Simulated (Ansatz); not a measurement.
Te2Se3 (the lowest singlet isomer of a short search) was relaxed with PBE-D4 (def2-SVP) in Ansatz in these states: charge +1 doublet, neutral quintet, neutral singlet, neutral triplet. The geometries follow in no particular order.

In the def2 sets Te takes a core potential; there is no spin–orbit coupling.

A:

```xyz
5

Se    1.804    0.785   -0.885
Se   -0.312   -0.612   -2.045
Se   -0.884   -0.104    1.739
Te    1.489    1.150    1.578
Te   -2.097   -1.219   -0.388
```

B:

Cartesian coordinates in Å:
```
Se -1.118 0.642 -1.628
Se 1.137 -0.513 -1.660
Se -0.482 -0.992 1.772
Te -1.362 1.248 0.781
Te 1.826 -0.385 0.735
```

C:

Cartesian coordinates in Å:
```
Se -0.788 0.328 1.861
Se -1.651 1.201 -0.160
Se 0.726 -1.625 -1.011
Te 1.514 -0.617 1.196
Te 0.198 0.713 -1.886
```

D:

```xyz
5

Se   -1.761    1.156   -1.276
Se    1.590    0.191   -1.650
Se   -0.461   -1.241    1.595
Te   -1.188    1.189    1.092
Te    1.820   -1.296    0.240
```

Task: Judge from the bond lengths which geometry belongs to which state (an estimate).

Result: A is the neutral quintet (Se1–Se2 2.788 Å, Se2–Te5 2.510 Å, Se1–Te4 2.510 Å); B is the neutral singlet (Se1–Se2 2.534 Å, Se2–Te5 2.495 Å, Se1–Te4 2.495 Å); C is the charge +1 doublet (Se1–Se2 2.365 Å, Se2–Te5 2.576 Å, Se1–Te4 2.576 Å); D is the neutral triplet (Se1–Se2 3.507 Å, Se2–Te5 2.416 Å, Se1–Te4 2.437 Å).
